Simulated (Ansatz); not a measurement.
C$_{2}$H$_{6}$BNS (`CNBC=S`), charge 0, multiplicity 1.

(1) Give a relaxed structure at PBE0-D4/def2-TZVP (Ansatz). (An estimate is asked.)

Results:

(1) Ansatz gave: 
```xyz
11

C     1.208    0.764    0.452
N     0.781   -0.546    0.014
B    -0.473   -0.954   -0.404
C    -1.726   -0.020   -0.464
S    -2.440    0.608    0.845
H     0.376    1.462    0.390
H     1.551    0.739    1.490
H     2.025    1.138   -0.171
H     1.514   -1.238    0.030
H    -0.612   -2.097   -0.746
H    -2.203    0.145   -1.436
```
This is one stationary point; other conformers may exist.
